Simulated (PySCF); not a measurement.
C3H4O3, SMILES O=C1OCCO1. Atoms are numbered in the order given.

```xyz
10

O      0.0000     0.0000     2.0398
C      0.0000     0.0000     0.8521
O      0.1039    -1.1064     0.0699
C     -0.1139    -0.7585    -1.2945
C      0.1139     0.7585    -1.2945
O     -0.1039     1.1064     0.0699
H      0.5924    -1.3113    -1.9286
H     -1.1445    -1.0295    -1.5789
H     -0.5924     1.3113    -1.9286
H      1.1445     1.0295    -1.5789
```

Geometry: B3LYP-D3(BJ)/def2-SVP. The values are those of a single conformer.

Two levels are set side by side: PBE/pcSseg-1 (PySCF) and HF/pcSseg-1 (PySCF). GIAO shifts against H2O (¹⁷O), TMS (¹H), TMS (¹³C) at the same level; non-relativistic, no solvent, atoms listed together averaged. Differences are taken from unrounded values.

| quantity | HF | PBE | PBE minus HF |
|---|---|---|---|
| δ(¹⁷O) of O1 (ppm) | 304.8 | 296.4 | -8.5 |
| δ(¹³C) of C2 (ppm) | 160.5 | 158.3 | -2.3 |
| δ(¹⁷O) of O3, O6 (ppm) | 120.9 | 163.0 | 42.1 |
| δ(¹³C) of C4, C5 (ppm) | 61.0 | 69.9 | 8.9 |

Rough cost on one machine, each run with all the roots and properties that it gave: HF against PBE within a factor of 2.
